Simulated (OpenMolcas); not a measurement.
**Al+: effect of the IPEA shift**

* Program: OpenMolcas
* Basis: ANO-RCC-VQZP [6s5p3d2f1g]
* Scalar Hamiltonian: DKH2, point nucleus
* Active space: 2 electrons in 9 orbitals (RAS2 3s 3p; RAS3 3d, at most 2 electrons)
* State averaging: 2S+1 = 3 even, 3 roots; 2S+1 = 1 even, 7 roots; 2S+1 = 3 odd, 3 roots; 2S+1 = 1 odd, 3 roots
* Spin-orbit coupling: state interaction with AMFI integrals over the reference wave functions, term energies averaged over their components

Methods on the same reference wave functions:
A. RASSCF
B. MS-RASPT2, IPEA 0.25 Eh, imaginary shift 0.1 Eh (closed shells correlated: 2s 2p)
C. MS-RASPT2, IPEA 0.5 Eh, imaginary shift 0.1 Eh (closed shells correlated: 2s 2p)

Energies in cm⁻¹ above 3s² ¹S₀, the measured ground level; measured values from NIST Handbook of Basic Atomic Spectroscopic Data.

```csv
Level,A,B,C,Measured
3s² ¹S₀,0.0,0.0,0.0,0.0
3s 3p ³P°₀,35231,37060,37050,37393
3s 3p ³P°₁,35282,37110,37100,37454
3s 3p ³P°₂,35384,37210,37210,37578
3s 3p ¹P°₁,60142,59810,59860,59852
```

Deviations, from unrounded energies. A percentage is the sum of absolute deviations over the sum of measured energies, with the sign that they share, or ± where signs differ.

| Against measurement | Levels | A | B | C |
| --- | --- | --- | --- | --- |
| mean absolute deviation (cm-1) | 4 | 1700 | 270 | 270 |
| other configurations (%) | 4 | ±4.0 | -0.6 | ±0.6 |

B, C lie about equally close to measurement and A furthest from it. The largest miss of C in the table is 3s 3p ³P°₂, by -370 cm-1. The ranking rests on the paired levels alone, and a cruder setting can come out closer through cancelling errors.

Between B and C the level of the table that moves most is 3s 3p ¹P°₁, by 54 cm-1 (lowest in B, highest in C). Moves below CASPT2's spread within the term are not significant.

The lowest spin-free term lies below A's lowest term by 0.232 hartree in B, 0.232 hartree in C.

Active for correlation alone: 3d; no level in the range computed is led by a configuration that fills it, so any true level of that kind is missing. Without dynamic correlation excited terms often stand tens of per cent too high (terms of higher spin than the ground term too low), and those without a measured partner can miss by more than the paired ones (holds for A). Measured partners are found by configuration, term and J. A level has none where our copy of the source lacks it or the pairing is in doubt (some pairs that miss far off the trend of their configuration count as doubtful), and it then counts in no deviation. Levels of configurations outside the active space are missing. The table leaves out levels that lie high or whose names do not pair safely across all columns.

° marks odd parity.
